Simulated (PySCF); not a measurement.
Species: C6H11ClOSi.
Numbering: `[CH3:1][C:2]1=[CH:3][SiH2:4][O:5][C@H:6]1[CH2:7][CH2:8][Cl:9]`

Structure used (GFN2-xTB), in Å, numbered top down from 1:
```
atom  x, y, z in Å
C1    -1.6044   -1.7436   -0.3554
C2    -1.2248   -0.3068   -0.2270
C3    -2.0106    0.6960    0.1575
Si4   -1.0130    2.2817    0.1157
O5     0.3107    1.4979   -0.4602
C6     0.1968    0.0999   -0.5442
C7     1.1899   -0.5574    0.4268
C8     2.5989   -0.0624    0.1544
Cl9    3.7536   -0.8050    1.2904
H10   -1.2496   -2.1512   -1.3008
H11   -2.6843   -1.8546   -0.3025
H12   -1.1602   -2.3274    0.4506
H13   -3.0438    0.5493    0.4199
H14   -1.4269    3.2651   -0.8788
H15   -0.7288    2.8661    1.4255
H16    0.4590   -0.1889   -1.5729
H17    1.1476   -1.6414    0.3155
H18    0.8991   -0.2941    1.4456
H19    2.6594    1.0167    0.2876
H20    2.9264   -0.3291   -0.8508
```

Definitions: NICS(0) = −σiso at the ring centroid; NICS(1) = −σiso and NICS(1)zz = −σzz at ±1 Å along the ring normal z. Level: GIAO PBE0/pcSseg-1 (PySCF, non-relativistic, gas phase) on the GFN2-xTB geometry, one conformer.

Ring bond lengths (Å), with Mayer bond orders in brackets: C2–C3 1.331 (1.88), C3–Si4 1.874 (0.91), Si4–O5 1.643 (0.96), O5–C6 1.405 (0.88), C6–C2 1.512 (1.02).

Q: Give the NICS values of each ring in ppm.

A: 
```json
{"ring": "C2–C3–Si4–O5–C6", "type": "5-membered ring with O and Si; formal bonds 1 double, 4 single", "NICS(0)": "-4.3", "NICS(1), two faces": "-3.2 / -3.4", "NICS(1)zz, two faces": "-5.0 / -3.5", "rms pucker (Å)": "0.03", "centre to ring atoms, mean (Å)": "1.32"}
```

Q: What do they say, and how far can they be read as aromaticity?

A: 
- C2–C3–Si4–O5–C6: mean NICS(1)zz -4.2 ppm, shielded. Si4, C6 have four or more neighbours, so the value isn't read as a sign of a π ring current.
